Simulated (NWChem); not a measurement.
# hexafluoropropylene oxide (C$_{3}$F$_{6}$O); SMILES O1C(C1(F)F)(F)C(F)(F)F

```xyz
10

F      1.5189     1.5171    -0.0608
C      0.1987     1.3942     0.0632
F     -0.4025     2.5049    -0.3602
O     -0.2709     0.8458     1.2451
C     -0.5057     0.1194     0.0358
F     -1.7831     0.0751    -0.3782
C      0.1463    -1.2543    -0.0657
F     -0.5421    -2.1423     0.6647
F      1.4082    -1.2152     0.3738
F      0.1422    -1.6569    -1.3462
```
Atoms are numbered in this order, from 1.

Results from NWChem. Pople sets run with spherical d functions. The geometry was optimised at B3LYP/6-31G* (spherical d). GIAO values for the isolated, static molecule; σ is the absolute isotropic shielding, δ = σ(reference) − σ with the isolated reference molecule computed at the same levels (13C: tetramethylsilane, 19F: trichlorofluoromethane, 17O: water).

Problem. Estimate the computed values for B3LYP/6-311G**. Quantities: δ F1 (ppm); δ F3 (ppm); δ O4 (ppm); δ C5 (ppm); δ F6 (ppm); δ C7 (ppm); δ F8 (rotor mean) (ppm).

Solution. The δ F1 (ppm) comes out as -139.8, the δ F3 (ppm) is -145.1 and the δ O4 (ppm) comes out as 172.2. The δ C5 (ppm) comes out as 97.2 and the δ F6 (ppm) is -193.3. The δ C7 (ppm) is 127.7 and the δ F8 (rotor mean) (ppm) comes out as -105.4.
